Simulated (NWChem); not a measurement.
Species: CH2GaNO; SMILES O=C=[N][GaH2]

```xyz
6

Ga     0.0000     0.0000    -1.1708
H      0.0000     1.4074    -1.8378
H      0.0000    -1.4074    -1.8378
N      0.0000     0.0000     0.6580
C      0.0000     0.0000     1.8571
O      0.0000     0.0000     3.0279
```
Atoms are numbered in this order, from 1.

Geometry: optimised at PBE0/def2-SVP.

Symmetry labels are those of C2v in the frame above (b1 and b2, or b-type labels, depend on it).

Question: List the 4 lowest vertical singlet excitations from CAM-B3LYP/def2-SVPD, TDA (NWChem).

Answer: 
```tsv
state	energy (eV)	oscillator strength	symmetry	leading excitation (squared amplitude)
S1	4.95	0.000	a2	HOMO → LUMO (0.96)
S2	6.15	0.154	a1	HOMO−1 → LUMO (0.90)
S3	6.36	0.000	a2	HOMO−2 → LUMO (0.94)
S4	7.19	0.001	b2	HOMO → LUMO+1 (0.47)
```
